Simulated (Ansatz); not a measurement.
`[NH]=[V]([F])([F])[Cl]` + CH₄ → `[CH3][V](=[NH])([F])[F]` + HCl  (formal exchange of groups at a V–Cl bond)

Gas-phase electronic energies from Ansatz, PBE0-D4/def2-TZVP geometries. CCSD(T)/CBS is the MP2 limit (def2-TZVPP, def2-QZVPP) plus CCSD(T) − MP2 in def2-TZVPP, frozen cores. This one scheme is used for every species. DFT in def2-TZVPP. B3LYP here is the variant with VWN-RPA as its local correlation; programs differ in this. HSE06 is defined as in plane-wave codes. For V outer-core shells are correlated without core-valence functions, which leaves a few kJ/mol of doubt a bond. Scalar relativity is left out up to krypton. Each species was taken in one conformer, which may not be the lowest.

```csv
level,ΔE (kJ/mol),difference from CCSD(T)/CBS
LDA (SPW92),146.0,13.6
PBE-D4,148.5,16.1
HSE06-D4,140.8,8.4
BHLYP-D4,136.3,3.9
BLYP,151.3,18.9
r2SCAN,152.1,19.7
B3LYP,144.4,12.0
r2SCAN0,142.6,10.2
HSE06,141.0,8.6
BHLYP,135.7,3.3
HF/def2-SVP,121.2,-11.2
MP2/def2-SVP,178.0,45.6
CCSD/def2-SVP,130.6,-1.8
HF/def2-TZVPP,126.8,-5.6
HF/def2-QZVPP,127.0,-5.4
MP2/def2-QZVPP,170.1,37.7
CCSD(T)/CBS,132.4,0
```

Largest T1 diagnostic among the species: 0.030, so the coupled-cluster value is less sure than usual.

At CCSD(T), def2-SVP lies +8.2 kJ/mol from the extrapolated value and def2-TZVPP +1.7 kJ/mol. From BLYP to BHLYP (50 % exact exchange), in def2-TZVPP and without D4, ΔE moves by −15.6 kJ/mol.
